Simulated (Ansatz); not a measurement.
I (SMILES [I-]), charge -1, singlet (all electrons, no relativity) (a gas-phase anion, which may not be bound at this level). Base run: HF/3-21G (Ansatz, a program for electronic structure).

Geometry (Å):
```xyz
1

I      0.0000     0.0000     0.0000
```
Charge -1, spin multiplicity 1.
All else is at Ansatz's defaults.
Base energy -6887.91302 Eh.

The base run was repeated with changes; each row names its change, and settings that it needs were set with it.

```
change                                                            ΔE vs base (kcal/mol)
----------------------------------------------------------------  ---------------------
base                                                                              0.000
point_charge = charge:0.5 position_ang:1.5303, 0.2748, 2.5657                    -55.75
lower_state_search = full                                                         0.000
lower_state_search = light                                                        0.000
nuclear_model = gaussian                                                          44.32
point_charge = charge:1.0 position_ang:-2.5235, 1.0104, 1.2693                   -112.6
forces = on                                                                       0.000
accuracy = high                                                                  -0.002
point_charge = charge:-1.0 position_ang:-2.3415, 1.4681, -1.1671                  108.5
lower_state_search = off                                                          0.000
```

A gas-phase anion may not be bound at this level; its values then depend on the basis.
